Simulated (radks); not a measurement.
The numbers below are computed, except where a source is named.
Species: Rh I. Configuration: [Kr] 4d8 5p1 (not the ground configuration). Code: a radial shooting solver on a logarithmic mesh with Libxc functionals. Model: Dirac Kohn-Sham, BLYP, spin-unpolarised, spherical densities, finite nucleus; open shells fill j = l - 1/2 first; Fermi nuclear charge, rms radius 4.4945 fm.

Radial electron density D(r) = 4 pi r^2 rho(r):

```
   r/bohr * D(r) (the largest magnitude, 71, reaches the edge; | marks zero)
 0.005152 |            *
 0.006982 |                  *
 0.009539 |                          *
  0.01293 |                                   *
  0.01752 |                                          *
  0.02374 |                                            *
  0.03218 |                                         *
  0.04396 |                                     *
  0.05958 |                                         *
  0.08075 |                                                   *
   0.1094 |                                                      *
   0.1495 |                                           *
   0.2026 |                                   *
   0.2746 |                                         *
   0.3722 |                                      *
   0.5044 |                    *
   0.6891 |          *
   0.9339 |           *
    1.266 |        *
    1.715 |   *
    2.343 | *
    3.176 |*
    4.304 *
    5.833 *
    7.906 *
     10.8 *
    14.64 *
```

D(r) has 4 maxima, at r = 0.0230, 0.101, 0.307, 0.926 bohr, and minima at 0.0458, 0.199, 0.711 bohr, inside which lie 2.04, 11.13, 29.08 electrons.
